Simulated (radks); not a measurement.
The nuclear charge of the erbium ion Er2+ is varied continuously with 66 electrons held in [Xe] 4f12. All-electron calculation, scalar-relativistic Kohn-Sham, PBE, spin-polarised, spherical densities, finite nucleus; open shells are filled with parallel spins first (spin-orbit coupling, left out, can overturn this in heavy ions); Fermi nuclear charge, rms radius 5.2516 fm. Program: a radial shooting solver on a logarithmic mesh with Libxc functionals. By the Hellmann-Feynman theorem dE/dZ = E(electron-nucleus)/Z, the electronic potential at the nucleus (averaged over a nucleus of fixed radius). The scalar-relativistic energy here is not variational (the density holds large components alone), so the two differ by a part that grows with Z.

Z,E (hartree),E(electron-nucleus)/Z (hartree),HOMO,e(HOMO) (eV),<r> HOMO (bohr)
67,-12614.8698,-461.369,4f,-3.035,1.009
67.25,-12731.2662,-463.963,4f,-5.737,0.9318
67.5,-12848.3193,-466.544,4f,-9.010,0.8880
67.75,-12966.0270,-469.119,4f,-12.668,0.8559
68,-13084.3884,-471.693,4f,-16.632,0.8298
68.25,-13203.4034,-474.265,4f,-20.859,0.8074
68.5,-13323.0719,-476.837,4f,-25.320,0.7877
68.75,-13443.3942,-479.411,4f,-29.997,0.7700
69,-13564.3709,-481.985,4f,-34.876,0.7539

The central difference of E at Z = 68 is -474.753 hartree, to compare with the third column; the second derivative is -10.5 hartree.
